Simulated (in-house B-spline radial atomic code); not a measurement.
Stripping praseodymium of all its electrons. The total binding energy is the sum of the 59 successive ionisation energies. Configuration: [Xe] (4f5/2)3 6s2. Level of theory: Dirac-Hartree-Fock, average of the jj configuration, Fermi nucleus of rms radius 4.8919 fm; calculated with a radial B-spline atomic code at the basis-set limit.

Dirac-Coulomb total energy: -9238.1940 hartree. First-order corrections (hartree): Breit 7.739, self-energy 6.037, vacuum polarisation -0.8786, recoil 0.0236.

Question: What total binding energy follows, and how does it compare with the sum of NIST's ionisation energies?

Answer: 251032 eV from the corrected total, against 251060 ± 30 eV from NIST's table (measured, semi-empirical and theoretical entries, uncertainties added in quadrature). The difference, +28 eV, is within about twice the table's uncertainty, so it can't show the correlation energy.

Question: What share of the binding belongs to the last two electrons?

Answer: 39 % by NIST's values (98294.1 eV).
